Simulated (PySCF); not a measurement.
PySCF input file for F3Ge, SMILES [F][Ge]([F])[F] (connectivity only; charge and spin as stated), charge +1, multiplicity 1, KT2/pcSseg-2. The structure is a stationary point at PBE0-D3(BJ)/def2-SVP. The spin state was assumed, not searched. The isomer is the one that the SMILES or the coordinates give; other isomers of the formula were not compared.

```python
import numpy as np
from pyscf import gto, scf, dft
from pyscf.prop.nmr import rks as nmr

mol = gto.M(
    atom='''
    F     1.66086020   -0.00000000    0.00000000
    Ge    0.00000000   -0.00000000   -0.00000000
    F    -0.83043010    1.43834713    0.00000000
    F    -0.83043010   -1.43834713    0.00000000
    ''',
    basis='pcSseg-2',
    charge=1,
    spin=0,
    max_memory=1600,
    verbose=3,
)
mf = dft.RKS(mol, xc='kt2').density_fit(auxbasis='def2-universal-jkfit')
mf.grids.level = 3
mf.conv_tol = 1e-10
mf.max_cycle = 100
mf.kernel()
n = nmr.NMR(mf)
n.verbose = 2
n.max_cycle_cphf = 60
sigma = n.kernel()
print('atom   isotropic/ppm   span/ppm')
for i, s in enumerate(sigma):
    w = np.linalg.eigvalsh((s + s.T) / 2)
    print(f'{mol.atom_symbol(i):2s}{i + 1:3d} {w.mean():14.3f} {w[2] - w[0]:11.3f}')
```

Output:

```
converged SCF energy = -2388.77551497292
atom   isotropic/ppm   span/ppm
F   1        205.575     335.989
Ge  2       1470.500     394.889
F   3        205.574     335.992
F   4        205.574     335.992
```

The calculation finished and met its thresholds.
